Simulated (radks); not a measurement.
Os, 76 electrons, occupied as [Xe] 4f14 5d6 6s2 (the NIST ground configuration).

All-electron calculation, scalar-relativistic Kohn-Sham, PBEsol, spin-polarised, spherical densities, finite nucleus; open shells are filled with parallel spins first (spin-orbit coupling, left out, can overturn this in heavy ions); Fermi nuclear charge, rms radius 5.4126 fm. Program: a radial shooting solver on a logarithmic mesh with Libxc functionals.

Energy parts (hartree):
| part | energy |
|---|---|
| total | -17245.8711 |
| kinetic | 19105.1772 |
| electron-nucleus | -42739.8714 |
| Hartree | 6722.1029 |
| exchange-correlation | -333.2797 |

Orbitals (lengths in bohr, moments of r in powers of bohr; <r^-3> diverges for s and p1/2):
orbital  occ.  eigenvalue (hartree)  <r^-3>   <1/r>      <r>
1s up       1             -2712.798       -   90.39  0.01774
1s down     1             -2712.798       -   90.39  0.01774
2s up       1             -472.5027       -   21.16  0.07493
2s down     1             -472.4949       -   21.16  0.07493
2p up       3             -411.6056   21890   19.05  0.06729
2p down     3             -411.5993   21890   19.05  0.06729
3s up       1             -109.9454       -   7.842   0.1940
3s down     1             -109.9425       -   7.842   0.1940
3p up       3             -92.05622    4931   7.210   0.1946
3p down     3             -92.05294    4931   7.210   0.1946
3d up       5             -72.02761   625.7   6.803   0.1762
3d down     5             -72.02209   625.7   6.803   0.1762
4s up       1             -23.18472       -   3.345   0.4320
4s down     1             -23.17730       -   3.345   0.4320
4p up       3             -17.31398    1163   3.033   0.4596
4p down     3             -17.30689    1162   3.032   0.4595
4d up       5             -10.01703   127.3   2.706   0.4892
4d down     5             -10.00862   127.3   2.707   0.4890
4f up       7              -1.91017   22.89   2.238   0.5579
4f down     7              -1.89567   23.00   2.244   0.5552
5s up       1              -3.38588       -   1.332    1.008
5s down     1              -3.32379       -   1.341    1.003
5p up       3              -1.89898   178.7   1.124    1.173
5p down     3              -1.81970   182.7   1.133    1.166
5d up       5              -0.26596   9.398  0.7369    1.790
5d down     1              -0.17823   9.055  0.7180    1.873
6s up       1              -0.24699       -  0.4384    2.900
6s down     1              -0.19869       -  0.4098    3.089

The highest occupied level is 5d down at -4.850 eV. The spin density at the nucleus is 1.04 e/bohr^3 (1s -0.12, 2s -1.52, 3s 0.05, 4s 1.55, 5s -17.89, 6s 18.96). For comparison, the ionisation energy in NIST's Atomic Spectra Database is 8.438 eV (measured). In exact Kohn-Sham theory the highest level is minus the ionisation energy, but local and semilocal functionals leave it too shallow, through self-interaction and a potential that decays too fast; potentials with the right tail come closer. Summed over all electrons, <r^2> = 66.44 bohr^2, which gives a Langevin (diamagnetic) susceptibility term of -52.6 x 10^-6 cm^3/mol.
